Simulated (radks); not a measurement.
Q: The mean radii <r> (bohr) of the occupied orbitals of an atom or ion are listed with their occupations. Calculated with a radial shooting solver on a logarithmic mesh with Libxc functionals: scalar-relativistic Kohn-Sham, r2SCAN, spin-polarised, spherical densities, finite nucleus; meta-GGA in the generalised Kohn-Sham scheme; Fermi nuclear charge, rms radius of each element as measured or else 0.836 A^(1/3) + 0.57 fm.

orbital  occ.      <r>
1s up       1  0.02270
1s down     1  0.02270
2s up       1  0.09428
2p up       3  0.08259
2p down     2  0.08267
3s up       1   0.2233

Name the element and its charge. Open shells, if any, are filled with parallel spins first.

A: Z = 62, samarium, charge +53: Sm53+ in [He] 2s1 2p5 3s1. The 1s radius gives Z: for a bare nucleus <r> = (2 gamma + 1)/(2Z) with gamma = sqrt(1 - (Z/c)^2), 0.02245 bohr for Z = 62, and screening makes it slightly larger (0.02270 here). The occupations add up to 9, and the charge is Z minus that.
